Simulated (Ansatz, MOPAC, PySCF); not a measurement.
Dimer: H2S (SMILES S) (first 3 atoms) with H4OSi (SMILES O[SiH3]); geometry from B3LYP-D3(BJ)/def2-TZVP, rigid monomers moved along the line of their centres of mass till H2···O4 is 4.00 Å.
(charge 0, multiplicity 1):
```xyz
9

S      0.4593    -0.1280    -0.0294
H      0.2706     0.5953     1.0895
H     -0.8584    -0.2164    -0.2696
O     -0.3852     1.0474     5.0085
Si    -0.6677    -0.4351     5.7023
H      0.1731     1.6713     5.4790
H      0.5683    -1.2495     5.7634
H     -1.6715    -1.0904     4.8446
H     -1.1933    -0.2744     7.0801
```

Counterpoise-corrected where a basis set is named; no monomer relaxation. Rows marked so take none.

Cores are frozen in the correlated methods. Rows in 6-31G*, LANL2DZ, STO-3G carry no dispersion term and start afresh at each structure (6-31G* with six Cartesian d functions). LANL2DZ brings its own core potentials from Na on. The state that PM6 reach isn't checked.

Run with Ansatz (Gaussian orbitals); MOPAC for PM6 (differences of heats of formation); PySCF for 6-31G* rows, LANL2DZ rows, STO-3G rows, the dispersion terms. 

```json
[
 {"level": "PM6", "interaction energy (kJ/mol)": "-1.5"},
 {"level": "HF/STO-3G (no counterpoise)", "interaction energy (kJ/mol)": "-1.0"},
 {"level": "HF/6-31G*", "interaction energy (kJ/mol)": "-2.0"},
 {"level": "r2SCAN-D3(BJ)/def2-TZVPPD", "interaction energy (kJ/mol)": "-2.3"},
 {"level": "B3LYP/LANL2DZ (no counterpoise)", "interaction energy (kJ/mol)": "___"},
 {"level": "B3LYP-D4/def2-TZVPPD", "interaction energy (kJ/mol)": "-2.2"},
 {"level": "M06-2X/6-31G* (no counterpoise)", "interaction energy (kJ/mol)": "-2.7"},
 {"level": "wB97X-V/def2-TZVPPD", "interaction energy (kJ/mol)": "-2.3"},
 {"level": "CCSD/aug-cc-pV(D+d)Z", "interaction energy (kJ/mol)": "-2.1"}
]
```

Task: Fill in the missing entries.

Result: 
- B3LYP/LANL2DZ (no counterpoise), interaction energy (kJ/mol): -3.2

Ansatz is a program for electronic structure.
